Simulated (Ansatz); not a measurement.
Species: tin monoxide, SnO (charge 0, singlet). SMILES: [O]=[Sn]
Structure (B3LYP-D3(BJ)/def2-TZVP (Ansatz, a first-principles code) minimum search):
```xyz
2

Sn     0.0000     0.0000    -0.2526
O      0.0000     0.0000     1.5791
```
Charge 0, spin multiplicity 1.

Wanted: atomisation energy, in kcal/mol. Terms: STO-3G and 3-21G all-electron and non-relativistic; def2 sets with scalar-relativistic core potentials past Kr; open shells spin-unrestricted; no spin-orbit coupling; atomisation electronic, to ground-state atoms. First-principles rows: single points at B3LYP-D3(BJ) geometries (Ansatz).

```
species   coefficient  E at B3LYP/STO-3G (Ansatz), Eh  E at PBE/def2-TZVPD (Ansatz), Eh
--------  -----------  ------------------------------  --------------------------------
[O]=[Sn]           -1                     -6039.44879                        -289.48742
O atom             +1                       -74.03486                         -75.01069
Sn atom            +1                     -5965.17871                        -214.24945
```

 1 Eh = 627.5095 kcal/mol.

Question: Compute it at each level from the table.

Answer: 
- B3LYP/STO-3G: the sum of coefficient times E is 0.23522 Eh, or 147.60 kcal/mol. Result: 147.6 kcal/mol.
- PBE/def2-TZVPD: the sum of coefficient times E is 0.22728 Eh, or 142.62 kcal/mol. Result: 142.6 kcal/mol.
